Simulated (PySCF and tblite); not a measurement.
Results of a calculation; reference values are marked as such.
System: C5H7B2N, numbered as in [BH2:1][NH:2][BH:3][C:4]#[C:5][CH2:6][C:7]#[CH:8].

Level: revPBE/pcSseg-1 + D3(BJ) on GFN2-xTB stationary points, with GFN2-xTB thermal terms. Rate constants are transition-state-theory values, counting equivalent paths, without tunnelling. (PySCF 2.14 with density fitting, tblite 0.8.)

How high is the barrier to the rotation about the B1–N2 bond (torsion H–B1–N2–B3 from 0° to 180°, rising), through which structure does it pass, and what rate follows at 298 K?

The electronic barrier is 20.8 kcal/mol and ΔG‡(298 K) 19.2 kcal/mol, over a Cs saddle with an imaginary mode of 624i cm⁻¹ (GFN2-xTB). With 2 equivalent paths, k is 0.11 s⁻¹, a mean lifetime of the start of 9.3 s against this motion.
